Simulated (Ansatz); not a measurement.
`C#[C][Al]([CH3])[C]#C` and `C#[C][Al]([CH3])[NH]C` differ in one atom or group.

Ansatz, PBE0-D4/def2-TZVP geometries, multiplicity 1. Each molecule was computed in one conformer, which needn't be the lowest.

| property | `C#[C][Al]([CH3])[C]#C` |
| --- | --- |
| HOMO–LUMO gap (B3LYP/def2-TZVPP) / eV | 5.98 |
| size of the dipole moment (B3LYP/def2-TZVPP) / D | 0.23 |
| HOMO–LUMO gap (PBE/def2-TZVPP) / eV | 4.44 |
| size of the dipole moment (PBE/def2-TZVPP) / D | 0.26 |
| HOMO–LUMO gap (PBE0/def2-TZVPP) / eV | 6.44 |
| LUMO energy (PBE0/def2-TZVPP) / eV | -1.59 |

(1) Give the same properties after the change, and the shifts. (Best estimate.)

Answers

(1) Computed: 
```json
{"property": "HOMO–LUMO gap (B3LYP/def2-TZVPP) / eV", "`C#[C][Al]([CH3])[NH]C`": "5.77", "shift": "-0.21"}
{"property": "size of the dipole moment (B3LYP/def2-TZVPP) / D", "`C#[C][Al]([CH3])[NH]C`": "0.74", "shift": "0.51"}
{"property": "HOMO–LUMO gap (PBE/def2-TZVPP) / eV", "`C#[C][Al]([CH3])[NH]C`": "4.09", "shift": "-0.35"}
{"property": "size of the dipole moment (PBE/def2-TZVPP) / D", "`C#[C][Al]([CH3])[NH]C`": "0.82", "shift": "0.56"}
{"property": "HOMO–LUMO gap (PBE0/def2-TZVPP) / eV", "`C#[C][Al]([CH3])[NH]C`": "6.18", "shift": "-0.26"}
{"property": "LUMO energy (PBE0/def2-TZVPP) / eV", "`C#[C][Al]([CH3])[NH]C`": "-0.54", "shift": "1.05"}
```

With PBE0 the HOMO rises by 1.31 eV and the LUMO rises by 1.05 eV, so the gap narrows by about 0.26 eV. PBE moves the HOMO by 1.38 eV and ωB97M-V by 1.25 eV. Dipoles are sizes alone; their direction can turn.

B3LYP here is the variant with VWN-RPA as its local correlation; programs differ in this.
